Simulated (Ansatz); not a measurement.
Gas-phase electronic energies from Ansatz, PBE0-D4/def2-TZVP geometries. CBS: MP2 limit from def2 TZ/QZ plus the TZ coupled-cluster correction, frozen cores. Elements past krypton have def2 core potentials. For Br, Sn outer-core shells are correlated without core-valence functions, which leaves a few kJ/mol of doubt a bond. Scalar relativity is left out up to krypton. One conformer a species, not always the lowest.

`CCCBr` + `[NH2][SnH2][F]` → `C[NH][SnH2][F]` + `CCBr`  (substitution at a C–C bond)

```csv
level,ΔE (kJ/mol)
MP2/def2-TZVPP,47.5
SCS-MP2/def2-TZVPP,44.3
CCSD/def2-TZVPP,44.6
CCSD/CBS(def2),44.7
```

(1) What does CCSD(T)/CBS give? (Best estimate.)

Largest T1 diagnostic among the species: 0.013.

Answers

(1) The calculation gave: +45.1 kJ/mol. The listed levels differ from it by 2.4, -0.8, -0.5, -0.4 kJ/mol.

In def2-TZVPP, CCSD(T) changes the Hartree–Fock value by +5.5 kJ/mol (the triples alone add +0.4 kJ/mol) and MP2 by +8.0 kJ/mol.
